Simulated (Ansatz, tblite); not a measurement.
Species of one formula, CH$_{3}$F$_{3}$Ge (singlet), each relaxed with PBE-D4/def2-SVP in Ansatz.

The xTB rows come from tblite. Correlated methods freeze 13 core orbitals; core or outer-core shells of Ge are correlated, in sets that lack core-valence functions.

Other spin states weren't relaxed.

A: Ge(CF3)H3 (CH₃F₃Ge)

Cartesian coordinates in Å:
```
C 0.9727 0.2063 0.0434
F 1.6490 -0.3787 -0.9769
F 1.5213 -0.2367 1.2024
F 1.1998 1.5417 -0.0303
Ge -0.9913 -0.2101 -0.0443
H -1.6634 0.4328 1.1894
H -1.1469 -1.7472 -0.0270
H -1.5413 0.3919 -1.3567
```

B: GeMeF3 (CH₃F₃Ge)

```xyz
8

C     0.548   -0.718   -0.600
F     0.250    0.780    2.054
F    -2.086    0.108    0.725
F    -0.478    2.145   -0.245
Ge   -0.427    0.559    0.467
H     0.038   -0.840   -1.574
H     0.577   -1.687   -0.068
H     1.577   -0.346   -0.760
```

**Question.** Estimate which lies lowest at each level, and how far above it the others are (eV).

**Answer.** 
```tsv
level	A	B
GFN1-xTB	1.48	0.00
GFN2-xTB	3.55	0.00
HF/STO-3G	1.15	0.00
HF/def2-SVP	3.85	0.00
HF/def2-TZVP	4.27	0.00
PBE-D4/def2-SVP	3.41	0.00
PBE-D4/def2-TZVP	3.90	0.00
r2SCAN-D4/def2-TZVP	4.08	0.00
B97M-V/def2-TZVP	4.10	0.00
PBE0-D4/def2-SVP	3.51	0.00
PBE0-D4/def2-TZVP	3.98	0.00
ωB97M-V/def2-TZVP	4.07	0.00
MP2/def2-SVP	4.16	0.00
MP2/def2-TZVP	4.55	0.00
CCSD/def2-SVP	3.91	0.00
CCSD(T)/def2-SVP	3.87	0.00
```
Point groups (tolerance 0.1 Å): A not assigned, B not assigned. From def2-SVP to def2-TZVP the PBE0 values move by up to 0.48 eV, so results in the small set are rough.
